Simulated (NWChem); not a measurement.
Molecule: GaH$_{2}$F; SMILES [F][GaH2]

```xyz
4

Ga     0.0000     0.0000    -0.3582
H      0.0000     1.4309    -1.0015
H      0.0000    -1.4309    -1.0015
F      0.0000     0.0000     1.4038
```
Atoms are numbered in this order, from 1.

All runs: NWChem. Coordinates come from a B3LYP/6-31G* (spherical d) optimisation. GIAO values for the isolated, static molecule; σ is the absolute isotropic shielding, δ = σ(reference) − σ with the isolated reference molecule computed at the same levels (19F: trichlorofluoromethane, 1H: tetramethylsilane).

For level PBE0/pcSseg-1:

```yaml
"σ Ga1 (ppm)": 1359.4
"δ H2 (ppm)": 5.80
"δ F4 (ppm)": -109.5
```

Q: How do the values read with level PBE/pcSseg-1 instead?

A: 
| Quantity | Result |
|---|---|
| σ Ga1 (ppm) | 1277.3 |
| δ H2 (ppm) | 6.16 |
| δ F4 (ppm) | -88.0 |
